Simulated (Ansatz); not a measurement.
Gas-phase electronic energies from Ansatz, PBE0-D4/def2-TZVP geometries. CCSD(T)/CBS adds triple-zeta CCSD(T) − MP2 to the extrapolated MP2 energy (def2 sets, frozen cores). This one scheme is used for every species. DFT in def2-TZVPP. B3LYP here is the variant with VWN-RPA as its local correlation; programs differ in this. HSE06 is defined as in plane-wave codes. For Br outer-core shells are correlated without core-valence functions, which leaves a few kJ/mol of doubt a bond. Scalar relativity is left out up to krypton. One conformer a species, not always the lowest.

`C[SiH2]C=O` + HBr → `O=C[SiH2]Br` + CH₄  (ligand exchange at the Si–C bond)

| level | ΔE (kJ/mol) | difference from CCSD(T)/CBS |
| --- | --- | --- |
| LDA (SPW92) | -85.6 | 11.1 |
| PBE-D4 | -93.3 | 3.4 |
| revPBE-D4 | -92.5 | 4.2 |
| BLYP-D4 | -94.1 | 2.6 |
| r2SCAN-D4 | -96.5 | 0.2 |
| B97M-V | -93.5 | 3.2 |
| B3LYP-D4 | -95.4 | 1.3 |
| r2SCANh-D4 | -96.7 | 0.0 |
| r2SCAN0-D4 | -97.1 | -0.4 |
| HSE06-D4 | -95.0 | 1.7 |
| BHLYP-D4 | -98.7 | -2.0 |
| CAM-B3LYP-D4 | -92.1 | 4.6 |
| ωB97X-V | -93.4 | 3.3 |
| ωB97M-V | -93.6 | 3.1 |
| B2PLYP | -96.8 | -0.1 |
| PBE-QIDH | -96.9 | -0.2 |
| PBE | -93.7 | 3.0 |
| revPBE | -95.7 | 1.0 |
| BLYP | -95.0 | 1.7 |
| r2SCAN | -96.7 | 0.0 |
| PBE0 | -94.9 | 1.8 |
| B3LYP | -95.7 | 1.0 |
| r2SCANh | -97.0 | -0.3 |
| r2SCAN0 | -97.3 | -0.6 |
| BHLYP | -97.4 | -0.7 |
| CAM-B3LYP | -92.2 | 4.5 |
| LC-ωPBE | -91.0 | 5.7 |
| RPA@PBE/def2-TZVPP | -88.8 | 7.9 |
| HF/def2-SVP | -98.3 | -1.6 |
| MP2/def2-SVP | -95.8 | 0.9 |
| HF/def2-TZVPP | -102.1 | -5.4 |
| MP2/def2-TZVPP | -98.0 | -1.3 |
| SCS-MP2/def2-TZVPP | -97.0 | -0.3 |
| CCSD(T)/def2-TZVPP | -91.7 | 5.0 |
| HF/def2-QZVPP | -101.8 | -5.1 |
| MP2/def2-QZVPP | -100.8 | -4.1 |
| SCS-MP2/def2-QZVPP | -99.5 | -2.8 |
| HF/CBS(def2) | -101.8 | -5.1 |
| MP2/CBS(def2) | -103.0 | -6.3 |
| CCSD/CBS(def2) | -96.9 | -0.2 |
| CCSD(T)/CBS | -96.7 | 0 |

Largest T1 diagnostic among the species: 0.014.

At CCSD(T), def2-SVP lies +6.5 kJ/mol from the extrapolated value and def2-TZVPP +5.0 kJ/mol. In def2-TZVPP, CCSD(T) changes the Hartree–Fock value by +10.4 kJ/mol (the triples alone add +0.2 kJ/mol) and MP2 by +4.2 kJ/mol.
